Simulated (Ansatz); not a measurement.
Input file for Ansatz (an electronic-structure program): R-RI-MP2/cc-pVQZ on CH5BOSe (SMILES COB[SeH]), a point of a torsion scan. Files ending in .json are basis or fitting sets from the Basis Set Exchange. The run froze 17 orbitals, filled d shells among them.

Ansatz 0.2 input:
```yaml
crystal:
  periodic: [false, false, false]
  atoms:
    - {symbol: C, position_ang: [-1.15862597, -0.55838232, -0.03472374]}
    - {symbol: O, position_ang: [-0.49740260, 0.39346522, -0.83026071]}
    - {symbol: B, position_ang: [0.68068595, 0.94692526, -0.57199583]}
    - {symbol: Se, position_ang: [0.92909068, 2.72513929, -1.26618193]}
    - {symbol: H, position_ang: [-0.46184744, -1.08317726, 0.62445834]}
    - {symbol: H, position_ang: [-1.65513255, -1.27522818, -0.69136785]}
    - {symbol: H, position_ang: [-1.90879244, -0.04260165, 0.56850269]}
    - {symbol: H, position_ang: [1.50027453, 0.48881727, 0.13677454]}
    - {symbol: H, position_ang: [-0.34585334, 2.83018946, -1.91851866]}
basis:
  gaussian:
    orbitals: cc-pVQZ
    fitting: {mean_field: def2-universal-JKFIT, correlation: cc-pVQZ-RIFIT.json}
magnetization: {spin_polarized: false}
correlation: {method: mp2, electrons: outside_noble_gas}
scf: {lower_state_search: off}
```

### Question
What total energy does the run end on?

### Answer
-2541.0512 hartree.

### Question
How many basis functions does it have, and what does it roughly cost on one machine?

### Answer
383 functions; very roughly 11 core-seconds.
